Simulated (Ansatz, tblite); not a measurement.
Forces on Mo5Se9 at its PBE-D4/def2-SVP geometry. Charge 0, multiplicity 1.

In the def2 sets Mo takes a core potential; there is no spin–orbit coupling. The xTB rows come from tblite. Single mean-field runs in def2-TZVP are fitted with def2-universal-jkfit. The restricted singlet is unstable towards broken spin symmetry in Hartree–Fock (as tested in another run); at PBE-D4/def2-TZVP this wasn't settled. Another isomer (singlet) lies 0.11 eV lower at PBE-D4/def2-TZVP; other spin states weren't run for this one.

GFN1-xTB (tblite), largest force 4.67 eV/Å:

```xyz
14
positions Å, forces eV/Å
Mo    0.444    1.044   -1.078   -0.086    1.615   -1.577
Mo   -0.550    0.481    1.318   -3.318    0.253    1.834
Mo    1.136   -1.558   -0.068   -0.190   -2.424   -0.436
Mo    1.893    0.488    1.151    4.227    1.627    1.148
Mo   -1.326   -0.873   -0.771   -0.865   -1.313   -1.061
Se   -2.832    1.033    0.194   -0.608   -1.091    1.074
Se    2.599   -0.162   -1.449    0.621   -0.246   -0.679
Se    2.490   -2.076    1.807   -0.035   -0.363   -0.302
Se   -1.057    0.231   -3.075   -0.206    0.936   -0.093
Se    0.621    2.684    0.824    0.271    1.125    0.272
Se   -1.085    2.542   -2.354    0.607   -1.205   -0.213
Se   -2.683   -1.062    1.425   -0.471    0.982   -0.491
Se    0.713    0.295    3.410   -0.209    0.086    0.403
Se   -0.364   -3.067   -1.333    0.262    0.017    0.121
```

GFN2-xTB (tblite), largest force 2.12 eV/Å:

```
Mo -0.308 0.392 -0.221
Mo -1.392 -0.096 0.318
Mo -0.647 -0.587 -0.053
Mo 1.999 0.627 0.291
Mo 0.504 -0.402 -0.385
Se -0.482 -0.810 0.963
Se 0.275 -0.243 -0.323
Se -0.163 -0.255 -0.511
Se -0.094 0.801 -0.019
Se 0.180 0.537 0.207
Se 0.412 -1.074 -0.262
Se -0.382 0.724 -0.337
Se -0.269 0.164 0.073
Se 0.368 0.223 0.259
```

PBE-D4/def2-TZVP (Ansatz), largest force 0.27 eV/Å:

```
Mo 0.009 0.004 0.000
Mo 0.030 0.026 0.003
Mo 0.040 0.081 -0.014
Mo -0.127 -0.041 -0.036
Mo 0.004 -0.010 0.031
Se 0.100 -0.225 0.103
Se -0.131 -0.013 0.137
Se -0.082 0.083 -0.082
Se 0.009 0.162 0.165
Se 0.011 -0.221 -0.026
Se 0.035 -0.178 -0.045
Se 0.064 0.198 -0.160
Se 0.004 0.010 -0.144
Se 0.034 0.122 0.069
```
